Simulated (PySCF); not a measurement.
# Working with the constants of BBr⁻

UHF-CCSD(T) constants of BBr⁻, ²Π (doublet), unpaired electrons π ↑ (basis B def2-TZVPPD, Br def2-TZVPPD; no relativity; PySCF 2.14; masses 11.0093 and 78.9183 u):

| Item | Value |
| --- | --- |
| ωe | 383.7 cm⁻¹ |
| ωexe | 4.73 cm⁻¹ |
| Be | 0.3873 cm⁻¹ |
| αe | 0.00645 cm⁻¹ |
| D (centrifugal) | 1.58e-06 cm⁻¹ |
| De to B + Br⁻ | 1.17 eV |

Task: Give the vibrational terms G(v) and spacings up to v = 6.

Result: G(v) = ωe(v+½) − ωexe(v+½)².

| v | G(v) (cm⁻¹) | G(v) − G(v−1) | Bv (cm⁻¹) |
| --- | --- | --- | --- |
| 0 | 190.7 |  | 0.3841 |
| 1 | 564.9 | 374.2 | 0.3776 |
| 2 | 929.7 | 364.8 | 0.3712 |
| 3 | 1285.0 | 355.3 | 0.3647 |
| 4 | 1630.9 | 345.9 | 0.3583 |
| 5 | 1967.3 | 336.4 | 0.3518 |
| 6 | 2294.2 | 326.9 | 0.3454 |

Task: How well does the Morse estimate ωe²/(4ωexe) reproduce De, and what is D0?

Result: It gives 0.96 eV, 82 % of the computed De. D0 = De − G(0) = 1.17 − 0.02 = 1.15 eV.

Correlated steps freeze 10 core orbitals. Spin–orbit coupling is left out. For an ion De counts to the pair picked by the measured ionisation energies or electron affinities, which need not be the lowest pair at this level. The state was picked by a PBE0 search and need not be the measured ground state.
